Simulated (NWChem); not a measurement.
CH₇FSi₂; SMILES [SiH3][Si@@H](C)F

```xyz
11

C     -1.3537    -1.4991    -0.2863
Si     0.1023    -0.5345     0.3752
F      1.4660    -1.0939    -0.3371
Si    -0.0506     1.7614    -0.0947
H     -2.2837    -1.1772     0.2092
H     -1.2212    -2.5760    -0.0974
H     -1.4720    -1.3505    -1.3704
H      0.2526    -0.7623     1.8449
H     -1.2700     2.3236     0.5683
H     -0.1703     1.9840    -1.5693
H      1.1490     2.4966     0.4098
```
Atoms are numbered in this order, from 1.

Program: NWChem. Pople sets run with spherical d functions. STO-3G and 3-21G are far too small for this property and stand as cheap habits. All runs use the structure optimised with PBE0/def2-SVP. GIAO values for the isolated, static molecule; σ is the absolute isotropic shielding, δ = σ(reference) − σ with the isolated reference molecule computed at the same levels (13C: tetramethylsilane, 19F: trichlorofluoromethane, 1H: tetramethylsilane, 29Si: tetramethylsilane).

```
level                                 δ C1 (ppm)  δ Si2 (ppm)  δ F3 (ppm)  δ Si4 (ppm)  δ H5 (rotor mean) (ppm)  δ H8 (ppm)  δ H9 (rotor mean) (ppm)
------------------------------------  ----------  -----------  ----------  -----------  -----------------------  ----------  -----------------------
LDA (Slater exchange, VWN5)/pcSseg-1         1.8         42.2      -240.2       -124.1                     0.58        6.22                     3.58
B3LYP/6-311G**                               [?]          [?]         [?]          [?]                      [?]         [?]                     3.53
Hartree-Fock/STO-3G                         -1.6         -0.6      -205.2        -79.8                     0.14        1.99                     1.27
Hartree-Fock/6-31G*                          0.6         28.6      -153.9        -72.8                     0.46        5.43                     3.54
```

### Question
Complete the blanks.

### Answer

- B3LYP/6-311G**, δ C1 (ppm): 1.1
- B3LYP/6-311G**, δ Si2 (ppm): 30.3
- B3LYP/6-311G**, δ F3 (ppm): -231.9
- B3LYP/6-311G**, δ Si4 (ppm): -108.5
- B3LYP/6-311G**, δ H5 (rotor mean) (ppm): 0.50
- B3LYP/6-311G**, δ H8 (ppm): 5.69
